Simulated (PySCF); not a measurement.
C5H9N, SMILES CC(C)CC#N (GFN2-xTB optimised geometry):

```
15

C      0.180    -1.157     0.477
C      0.593    -0.041    -0.479
C      2.112     0.045    -0.589
C      0.030     1.309     0.000
C     -1.410     1.309     0.000
N     -2.553     1.297    -0.011
H     -0.904    -1.214     0.554
H      0.550    -2.116     0.123
H      0.587    -0.978     1.471
H      0.177    -0.255    -1.470
H      2.518    -0.901    -0.941
H      2.553     0.265     0.382
H      2.409     0.824    -1.288
H      0.378     1.519     1.016
H      0.370     2.116    -0.656
```

Level of theory: B3LYP/def2-TZVP (PySCF).

Problem. What are the frontier orbital energies and the dipole moment?

Solution. HOMO-2 -9.67 eV, HOMO-1 -9.03 eV, HOMO -8.92 eV, LUMO 0.27 eV, LUMO+1 0.78 eV; dipole moment 4.11 D.

Meta-Löwdin charges at B3LYP/def2-TZVP: C1 -0.34, C2 -0.03, C3 -0.33, C4 -0.22, C5 0.11, N6 -0.24, H7 0.12, H8 0.11, H9 0.10, H10 0.10, H11 0.11, H12 0.11, H13 0.11, H14 0.14, H15 0.14.
